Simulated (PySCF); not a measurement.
C₄H₉AlO (SMILES C=[CH][Al]([OH])[CH2]C), singlet, geometry from GFN2-xTB (such geometries of metal compounds can be far from the true shape); PySCF with PBE0/6-31G, polarisability by finite fields.

The PySCF input:
```python
from pyscf import gto, scf, dft

mol = gto.Mole()
mol.atom = '''
    Al    0.03222433    0.16161469    0.03506320
    C     0.54464054   -1.69057393    0.64898414
    C    -0.39483997   -2.27174230    1.71364012
    H     1.56541474   -1.68914870    1.05380252
    H     0.58428065   -2.37142908   -0.21009197
    H    -1.39792505   -2.40523988    1.31097236
    H    -0.46693665   -1.59978838    2.56796851
    H    -0.03877859   -3.23896121    2.07190166
    C     0.54598691    0.78143807   -1.78606948
    C     0.24259483    1.99928908   -2.22633265
    H     1.09975667    0.13093369   -2.46313571
    H     0.51486346    2.36695429   -3.20881056
    H    -0.30486790    2.69654490   -1.60706003
    O    -0.79246529    1.16775294    1.03964681
    H    -1.26529504    1.75665455    1.61012444
'''
mol.basis = '6-31g'
mol.verbose = 4
mol.build()

mf = dft.RKS(mol)
mf.xc = 'pbe0'
mf.conv_tol = 1e-11
mf.kernel()
h0, z, done = mf.get_hcore(), mol.intor('int1e_r')[2], []
def energy(F):
    f = mf.copy()
    f.scf_summary = {}
    f.get_hcore = lambda *a: h0 + F * z
    e = f.kernel(mf.make_rdm1())
    done.append(f.converged)
    return e
F = 0.05
alpha = -(energy(F) + energy(-F) - 2 * mf.e_tot) / F**2
print('alpha_zz =', alpha)
```

Q: Write the output that PySCF gives for this input, abridged.

A: 
```
PySCF version 2.14.0

[INPUT] verbose = 4
[INPUT] num. atoms = 15
[INPUT] num. electrons = 54
[INPUT] charge = 0
[INPUT] spin (= nelec alpha-beta = 2S) = 0
[INPUT] symmetry False subgroup None
[INPUT] Mole.unit = angstrom
[INPUT] Symbol           X                Y                Z      unit          X                Y                Z       unit  Magmom
[...]
nuclear repulsion = 264.450844720017
number of shells = 50
number of NR pGTOs = 192
number of NR cGTOs = 76
basis = 6-31g
ecp = {}

******** <class 'pyscf.dft.rks.RKS'> ********
method = RKS
initial guess = minao
damping factor = 0
level_shift factor = 0
DIIS = <class 'pyscf.scf.diis.CDIIS'>
diis_start_cycle = 1
diis_space = 8
diis_damp = 0
SCF conv_tol = 1e-11
SCF conv_tol_grad = None
SCF max_cycles = 50
direct_scf = True
direct_scf_tol = 1e-13
XC library pyscf.dft.libxc version 7.1.2
    S. Lehtola, C. Steigemann, M. J. T. Oliveira, and M. A. L. Marques,  SoftwareX 7, 1–5 (2018)
XC functionals = pbe0
    C. Adamo and V. Barone,  J. Chem. Phys. 110, 6158 (1999)
    M. Ernzerhof and G. E. Scuseria,  J. Chem. Phys. 110, 5029 (1999)
radial grids:
    Treutler-Ahlrichs [JCP 102, 346 (1995); DOI:10.1063/1.469408] (M4) radial grids

becke partition: Becke, JCP 88, 2547 (1988); DOI:10.1063/1.454033
pruning grids: <function nwchem_prune>
grids dens level: 3
symmetrized grids: False
atomic radii adjust function: <function treutler_atomic_radii_adjust>
small_rho_cutoff = 0
Set gradient conv threshold to 3.16228e-06
Initial guess from minao.
tot grids = 178008
init E= -475.31590498753
[...]
cycle= 1 E= -474.882753729566  delta_E= 0.433  |g|= 0.858  |ddm|= 3.32
[...]
cycle= 2 E= -474.648289949613  delta_E= 0.234  |g|= 1.36  |ddm|= 1.69
[...]
cycle= 3 E= -475.031840291978  delta_E= -0.384  |g|= 0.17  |ddm|= 1.15
[...]
cycle= 4 E= -475.038719240015  delta_E= -0.00688  |g|= 0.0449  |ddm|= 0.196
[...]
cycle= 5 E= -475.039226944458  delta_E= -0.000508  |g|= 0.0123  |ddm|= 0.0455
[...]
cycle= 6 E= -475.039264779391  delta_E= -3.78e-05  |g|= 0.0037  |ddm|= 0.0129
[...]
cycle= 7 E= -475.039268395017  delta_E= -3.62e-06  |g|= 0.00127  |ddm|= 0.00492
[...]
cycle= 8 E= -475.039268854847  delta_E= -4.6e-07  |g|= 0.000155  |ddm|= 0.00142
[...]
cycle= 9 E= -475.039268863308  delta_E= -8.46e-09  |g|= 2.83e-05  |ddm|= 0.000316
[...]
cycle= 10 E= -475.039268863523  delta_E= -2.15e-10  |g|= 1.18e-05  |ddm|= 4.77e-05
[...]
cycle= 11 E= -475.039268863557  delta_E= -3.39e-11  |g|= 2.95e-06  |ddm|= 1.11e-05
[...]
[...]
converged SCF energy = -475.03926886356
[...]
[...]
Extra cycle  E= -475.135388354723  delta_E= -1.82e-12  |g|= 8.94e-07  |ddm|= 3.31e-06
converged SCF energy = -475.135388354723

******** <class 'pyscf.dft.rks.RKS'> ********
method = RKS
initial guess = minao
damping factor = 0
level_shift factor = 0
DIIS = <class 'pyscf.scf.diis.CDIIS'>
diis_start_cycle = 1
diis_space = 8
diis_damp = 0
SCF conv_tol = 1e-11
SCF conv_tol_grad = None
SCF max_cycles = 50
direct_scf = True
direct_scf_tol = 1e-13
XC library pyscf.dft.libxc version 7.1.2
    S. Lehtola, C. Steigemann, M. J. T. Oliveira, and M. A. L. Marques,  SoftwareX 7, 1–5 (2018)
XC functionals = pbe0
    C. Adamo and V. Barone,  J. Chem. Phys. 110, 6158 (1999)
    M. Ernzerhof and G. E. Scuseria,  J. Chem. Phys. 110, 5029 (1999)
radial grids:
    Treutler-Ahlrichs [JCP 102, 346 (1995); DOI:10.1063/1.469408] (M4) radial grids

becke partition: Becke, JCP 88, 2547 (1988); DOI:10.1063/1.454033
pruning grids: <function nwchem_prune>
grids dens level: 3
symmetrized grids: False
atomic radii adjust function: <function treutler_atomic_radii_adjust>
small_rho_cutoff = 0
Set gradient conv threshold to 3.16228e-06
init E= -475.030774157436
[...]
cycle= 1 E= -474.890202622878  delta_E= 0.141  |g|= 0.658  |ddm|=  4.5
[...]
cycle= 2 E= -474.790436914118  delta_E= 0.0998  |g|= 0.981  |ddm|= 4.44
[...]
cycle= 3 E= -475.101055895346  delta_E= -0.311  |g|= 0.205  |ddm|= 1.02
[...]
cycle= 4 E= -475.119197109365  delta_E= -0.0181  |g|= 0.107  |ddm|= 0.467
[...]
cycle= 5 E= -475.121737819097  delta_E= -0.00254  |g|= 0.0205  |ddm|= 0.135
[...]
cycle= 6 E= -475.121862585806  delta_E= -0.000125  |g|= 0.0103  |ddm|= 0.0671
[...]
cycle= 7 E= -475.121895928737  delta_E= -3.33e-05  |g|= 0.00261  |ddm|= 0.0186
[...]
cycle= 8 E= -475.121899357406  delta_E= -3.43e-06  |g|= 0.00104  |ddm|= 0.0088
[...]
cycle= 9 E= -475.12190002863  delta_E= -6.71e-07  |g|= 0.000488  |ddm|= 0.00408
[...]
cycle= 10 E= -475.121900211473  delta_E= -1.83e-07  |g|= 0.000115  |ddm|= 0.00286
[...]
cycle= 11 E= -475.121900221588  delta_E= -1.01e-08  |g|= 3.61e-05  |ddm|= 0.000624
[...]
cycle= 12 E= -475.121900222069  delta_E= -4.81e-10  |g|= 2.39e-05  |ddm|= 0.000107
[...]
cycle= 13 E= -475.121900222315  delta_E= -2.46e-10  |g|= 3.29e-06  |ddm|= 8.53e-05
[...]
cycle= 14 E= -475.12190022232  delta_E= -4.21e-12  |g|= 4.36e-07  |ddm|= 1.34e-05
[...]
Extra cycle  E= -475.121900222321  delta_E= -1.02e-12  |g|= 3.67e-07  |ddm|= 2.23e-06
converged SCF energy = -475.121900222321
alpha_zz = 71.50033996890669
```
